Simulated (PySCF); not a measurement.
PBE on P⁻ (phosphorus, charge -1), [Ne] 3s2 3p4, high-spin 3P determinant. All numbers are calculated (PySCF 2.14, no relativity, point nucleus, in aug-cc-pV(Q+d)Z with one added diffuse shell each of s, p, d, f, g type (8s7p6d4f3g, 114 functions)).

```
cycle= 1 E= -341.143237908426  delta_E= -0.00969  |g|= 0.0386  |ddm|= 1.56
cycle= 2 E= -341.134716184423  delta_E= 0.00852  |g|= 0.0766  |ddm|= 0.863
cycle= 3 E= -341.143070152939  delta_E= -0.00835  |g|= 0.0322  |ddm|= 0.915
cycle= 4 E= -341.144156134896  delta_E= -0.00109  |g|= 0.0105  |ddm|= 0.151
cycle= 5 E= -341.14433285095  delta_E= -0.000177  |g|= 0.00127  |ddm|= 0.0789
cycle= 6 E= -341.144336870001  delta_E= -4.02e-06  |g|= 0.000239  |ddm|= 0.0216
cycle= 7 E= -341.144337003677  delta_E= -1.34e-07  |g|= 0.000146  |ddm|= 0.0041
cycle= 8 E= -341.144337033018  delta_E= -2.93e-08  |g|= 3.33e-05  |ddm|= 0.000514
cycle= 9 E= -341.144337034794  delta_E= -1.78e-09  |g|= 1.15e-06  |ddm|= 0.000178
cycle= 10 E= -341.144337034796  delta_E= -2.33e-12  |g|= 4.15e-08  |ddm|= 8.17e-06
converged SCF energy = -341.144337034796  <S^2> = 2.0455907  2S+1 = 3.0302414
```

Highest occupied orbital energy: 1.530 eV; ⟨L²⟩ = 2.05; populations by l: s 6.00, p 10.00, d 0.00, f 0.00.

Can this result be used?

With care. Self-consistency was reached. At PBE the highest occupied level has a positive energy, so only the finite basis holds that electron; in a semilocal or global hybrid functional this comes from self-interaction and does not mean that the real anion is unbound.
